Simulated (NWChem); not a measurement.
Species: CAlCl$_{2}$F$_{3}$; SMILES F[C](F)(F)[Al]([Cl])[Cl]

```xyz
7

Al    -0.0057    -0.5927    -0.0023
C     -0.0189     1.4251    -0.0279
F     -1.2198     1.9489    -0.3823
F      0.9089     1.9331    -0.8832
F      0.2775     1.9074     1.2156
Cl    -1.8073    -1.6618     0.0314
Cl     1.8369    -1.5894     0.0391
```
Atoms are numbered in this order, from 1.

All runs: NWChem. Pople sets run with spherical d functions. STO-3G and 3-21G are far too small for this property and stand as cheap habits. Structure relaxed at the PBE-D3(BJ)/def2-SVP level. Field at 589 nm.

Task: Among these, which level gives the lowest value of “anisotropy (bohr³)”?
A) B3LYP/6-31G*
B) B3LYP/STO-3G
C) B3LYP/def2-SVP

Result: C, B3LYP/def2-SVP. Values: B3LYP/def2-SVP 19.2; B3LYP/STO-3G 22.1; B3LYP/6-31G* 22.2
